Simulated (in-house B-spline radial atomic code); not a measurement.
Configurations of Nb VI (Nb5+), with energies counted from [Ar] 3d10 4s2 4p6. Method: scalar-relativistic (X2C) B97-1, spin-polarised, spherical fractional occupations, exact exchange averaged over the configuration, Fermi nucleus of rms radius 4.324 fm. Calculated with a radial B-spline atomic code at the basis-set limit. Shells without spins written out take the highest spin.

Occupations are held fixed; configurations that lie above the ionisation limit could autoionise.

| configuration | E - E(ref) (eV) | highest orbital | its <r> (bohr) |
| --- | --- | --- | --- |
| [Ar] 3d10 4s2 4p5 5s1 | 50.143 | 5s up | 2.405 |
| [Ar] 3d9 4s2 4p6 4d1 | 211.72 | 4d up | 1.444 |
| [Ar] 3d9 4s2 4p6 4f1 | 244.88 | 4f up | 2.254 |
| [Ar] 3d9 4s2 4p6 5f1 | 257.3 | 5f up | 4.307 |
| [Ne] 3s2 3p5 3d10 4s2 4p6 5d1 | 399.26 | 5d up | 3.225 |
| [Ne] 3s2 3p5 3d10 4s2 4p6 5f1 | 410.18 | 5f up | 4.305 |

Problem. Order these further configurations by energy, lowest first.
A. [Ar] 3d10 4s1 4p6 4d1
B. [Ar] 3d10 4s1 4p6 5d1
C. [Ar] 3d10 4s2 4p5 5f1
D. [Ne] 3s2 3p5 3d10 4s2 4p6 5p1
E. [Ar] 3d9 4s2 4p6 5p1

Solution. A (62.271 eV), C (79.692 eV), B (95.748 eV), E (235.02 eV), D (387.9 eV).

Problem. How far above the reference does [Ar] 3d10 4s2 4p5 5d1 lie?

Solution. 69.042 eV; its least bound orbital is 5d up with <r> = 3.282 bohr.
